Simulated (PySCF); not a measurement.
Simulated C 1s region for `CC1=C(C#N)[C@H]1Cl`, binding energy against the vacuum level.

Every computed line was given a Gaussian of 1.0 eV full width at half maximum and an area set by the number of equivalent atoms; the highest printed point is 100. Computed, not measured: PySCF, delta-SCF UKS SCAN, pcX-2 on the ionised atom, pcseg-1 elsewhere, spin-free X2C.

(binding energy (eV), intensity): (290.6, 0), (290.7, 0), (290.8, 1), (290.9, 1), (291.0, 3), (291.1, 5), (291.2, 9), (291.3, 14), (291.4, 21), (291.5, 30), (291.6, 42), (291.7, 54), (291.8, 68), (291.9, 80), (292.0, 90), (292.1, 97), (292.2, 100), (292.3, 99), (292.4, 95), (292.5, 88), (292.6, 80), (292.7, 71), (292.8, 62), (292.9, 53), (293.0, 45), (293.1, 38), (293.2, 31), (293.3, 25), (293.4, 19), (293.5, 14), (293.6, 10), (293.7, 7), (293.8, 5), (293.9, 3), (294.0, 2), (294.1, 1), (294.2, 0), (294.3, 0), (294.4, 0)

Problem. Count the maxima, the lines and the sites behind this envelope.

Solution. The curve has 1 maximum (at 292.2 eV). Under it lie 5 lines from 5 inequivalent carbon sites. At this width some lines have no maximum of their own.

Problem. Decompose the envelope and assign each component. Numbering: `[CH3:1][C:2]1=[C:3]([C:4]#[N:5])[C@H:6]1[Cl:7]`.

Solution. 
```tsv
position (eV)	relative area	line	atoms	environment
292.05	1	C 1s	C1	allylic carbon
292.07	1	C 1s	C2	fully substituted alkene carbon
292.18	1	C 1s	C3	fully substituted alkene carbon
292.45	1	C 1s	C4	nitrile carbon
293.00	1	C 1s	C6	sp3 C–Cl carbon
```

Problem. What are the centre and the root-mean-square width of the whole band?

Solution. The area-weighted mean of the lines is 292.35 eV. Their own spread about it is 0.35 eV (rms) and each Gaussian has σ = 1.0/2.355 = 0.42 eV; the variances add, which gives 0.55 eV.

Lowest listed C 1s: C1, bonded to C and 3 H. Highest, 0.95 eV above it: C6, bonded to Cl, 2 C and H. The values 292.05 and 292.07 eV lie too close for their order to be trusted.

Shake-up satellites, vibrational structure and lifetime widths aren't simulated. The unrestricted hole states depart most from a pure doublet (⟨S²⟩ = 0.75; over 0.85 named) for C 1s of C2 (0.86), which makes this value less certain. Geometry: GFN2-xTB; no solvent, vibrations or thermal averaging.
